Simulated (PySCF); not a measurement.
Co(OH)3 (CoH3O3), SMILES [OH][Co]([OH])[OH] (connectivity only; charge and spin as stated), neutral, multiplicity 5.

Geometry: PBE-D3(BJ)/def2-SVP. The spin state was assumed, not searched. One conformer was computed; it need not be the lowest.

Method: PySCF with TDA-CAM-B3LYP/def2-SVPD.

Vertical excitations. Isolated molecule, no solvent.

```tsv
state	energy (eV)	λ (nm)	f	main pairs
root 1	0.90	1374	0.000	β HOMO−1→LUMO+2 68 %, β HOMO−5→LUMO+2 18 %, β HOMO−6→LUMO+2 11 %
root 2	0.93	1337	0.000	β HOMO−1→LUMO 67 %, β HOMO−5→LUMO 17 %, β HOMO−6→LUMO 13 %
root 3	1.51	823	0.002	β HOMO−1→LUMO+3 64 %, β HOMO−5→LUMO+3 15 %, β HOMO−6→LUMO+3 10 %
root 4	1.81	683	0.003	β HOMO−1→LUMO+1 63 %, β HOMO−5→LUMO+1 16 %, β HOMO−6→LUMO+1 10 %
root 5	3.13	396	0.000	β HOMO−2→LUMO+3 34 %, β HOMO→LUMO+1 19 %, β HOMO−3→LUMO 12 %, β HOMO→LUMO+3 12 %
root 6	3.17	392	0.010	β HOMO→LUMO 39 %, β HOMO−3→LUMO+1 21 %, β HOMO−2→LUMO 10 %, β HOMO−4→LUMO 8 %
root 7	3.31	374	0.001	β HOMO−3→LUMO 47 %, β HOMO−2→LUMO+1 38 %
root 8	3.39	365	0.001	β HOMO−2→LUMO+1 33 %, β HOMO−3→LUMO 28 %, β HOMO→LUMO+1 22 %, β HOMO−2→LUMO+3 7 %
root 9	3.41	363	0.011	β HOMO−2→LUMO 47 %, β HOMO−2→LUMO+2 12 %, β HOMO−3→LUMO+3 10 %, β HOMO−4→LUMO 8 %
root 10	3.51	353	0.000	β HOMO−4→LUMO+3 69 %, β HOMO−4→LUMO+1 21 %
```
Unrestricted roots are not spin-pure.
